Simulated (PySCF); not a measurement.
Cl2HSi, SMILES Cl[SiH]Cl (connectivity only; charge and spin as stated), charge +1, multiplicity 1.

The structure is a stationary point at TPSSh-D3(BJ)/def2-TZVP. The multiplicity is an assumed one; other spin states were not compared. The isomer is the one that the SMILES or the coordinates give; other isomers of the formula were not compared.

Calculation: SMD-M06-2X/6-31G* in PySCF.

Solvation free energies are E(SMD) − E(gas) at the gas-phase geometry, for 1 M in both phases.

Computed solvation free energies in water, N,N-dimethylformamide, acetonitrile:
```tsv
solvent	ΔG(solv) (kcal/mol)	its non-electrostatic (CDS) part
water	-58.5	1.2
N,N-dimethylformamide	-60.3	-1.4
acetonitrile	-60.3	-1.5
```
